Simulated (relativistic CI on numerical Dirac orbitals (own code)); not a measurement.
**Slater and spin-orbit integrals, Pr XXIII**

Computed by Dirac-Coulomb-Breit CI, KLI orbitals optimised for each configuration, model QED, unscaled Slater integrals (own radial code, finite nucleus).

Slater integrals F^k, G^k are unscaled and averaged over j, outside the closed core [Ar] 3d10; ζ comes from projecting the Hamiltonian with its Breit term on Σ l·s of the shell.

- 4s²4p⁶4d: ζ(4d) = 16250 cm⁻¹; <r>(4d) = 0.613, <r^2>(4d) = 0.4289 (bohr units).
- 4s²4p⁵4d²: ζ(4p) = 136770, F^2(4d,4d) = 165020, F^4(4d,4d) = 112210, F^2(4p,4d) = 168160, G^1(4p,4d) = 211200, G^3(4p,4d) = 134570, ζ(4d) = 16180 cm⁻¹; <r>(4p) = 0.5964, <r^2>(4p) = 0.4016, <r>(4d) = 0.6129, <r^2>(4d) = 0.4288 (bohr units).
- 4s²4p⁶4f: ζ(4f) = 1839.1 cm⁻¹; <r>(4f) = 0.6055, <r^2>(4f) = 0.4176 (bohr units).

(1) Give the Racah parameters of the d shell in 4s²4p⁵4d².

Averages of the first 10 configurations, taken without configuration mixing, which lowers the lowest level and can move excited configurations by several eV; other configurations of the list can lie among them:

```tsv
Configuration	Parity	States	Average energy above the lowest level (eV)
4s²4p⁶4d	even	10	4.9
4s²4p⁵4d²	odd	270	120.7
4s²4p⁶4f	odd	14	132.7
4s4p⁶4d²	even	90	209.4
4s²4p⁵4d4f	even	840	246.8
4s4p⁶4d4f	odd	280	335.7
4s²4p⁶5s	even	2	205.5
4s²4p⁶5p	odd	6	239.9
4s²4p⁶5d	even	10	290.3
4s²4p⁵4d5s	odd	120	320.4
```

## Answers

(1) B = F²/49 − 5F⁴/441 = 2096 cm⁻¹ and C = 35F⁴/441 = 8906 cm⁻¹.
